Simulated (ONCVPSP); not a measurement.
# Configuration tests for Tc (Z = 43) (ONCV)

- Element: Tc
- Generator: ONCVPSP 4.0.1
- Type: optimised norm-conserving Vanderbilt (ONCV)
- Functional: PBEsol
- Relativity: scalar-relativistic
- Frozen core: [Ar] 3d10
- Valence charge: 15
- Reference configuration: 4s2 4p6 4d6 5s1
- Partial waves: 4s+5s: rc 2.00 bohr, ncon 4, nbas 8, qcut 6.2 1/bohr, 2 projectors; 4p: rc 1.20 bohr, ncon 4, nbas 8, qcut 6.4 1/bohr, 2 projectors, debl 2 Ha; 4d: rc 1.75 bohr, ncon 3, nbas 7, qcut 7.4 1/bohr, 1 projector
- Local potential: polynomial inside 1.05 bohr (lpopt 5, dvloc0 0 Ha)
- Core correction: Teter function fitted to the true core (icmod 2), fcfact 0.5

Energies are relative to the spin-unpolarised reference configuration 4s2 4p6 4d6 5s1; without spin polarisation the order of configurations can differ from experiment.

```tsv
valence configuration	charge	ΔE all-electron (eV)	error AE − PS (meV)
4s2 4p6 4d5 5s2	0	0.916	-1.4
4s2 4p6 4d5 5s1	+1	9.112	0.0
4s2 4p6 4d5 5s0	+2	23.953	-2.6
```

Q: What are ΔE and the potential's error for 4s2 4p6 4d5 5s0 5p1?

A: ΔE = 13.746 eV all-electron; the error (AE − PS) is -0.1 meV.

Levels in the configuration 4s2 4p6 4d5 5s0:

| level | all-electron (eV) | pseudo (eV) |
| --- | --- | --- |
| 4s | -89.540 | -89.573 |
| 4p | -61.538 | -61.543 |
| 4d | -22.492 | -22.491 |

Note: no bound ghost flagged; GHOST(+) flagged for s at 84.7 eV.
